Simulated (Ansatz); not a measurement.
The same ligand exchange along the group O, S, Se, Te.

Computed with Ansatz on PBE0-D4/def2-TZVP structures; ΔE is electronic, products minus reactants. CBS: MP2 limit from def2 TZ/QZ plus the TZ coupled-cluster correction, frozen cores. This one scheme is used for every species. Functionals use def2-TZVPP. def2 core potentials past Kr. For Se, Te outer-core shells are correlated without core-valence functions, which leaves a few kJ/mol of doubt a bond. Scalar relativity is left out up to krypton. One conformer a species, not always the lowest.

| reaction | CCSD(T)/CBS(def2) (kJ/mol) |
| --- | --- |
| `NB(O)F` + NH₃ → `NB(N)F` + H₂O | 23 |
| `NB(F)S` + NH₃ → `NB(N)F` + H₂S | -31 |
| `NB(F)[SeH]` + NH₃ → `NB(N)F` + H₂Se | ? |
| `NB(F)[TeH]` + NH₃ → `NB(N)F` + H₂Te | -46 |

(1) Fill in the missing values. (Estimate.)

Largest T1 diagnostic: 0.012, for `NB(F)S`.

## Answers

(1) Ansatz gave: `NB(F)[SeH]` + NH₃ → `NB(N)F` + H₂Se: -35.2 kJ/mol.
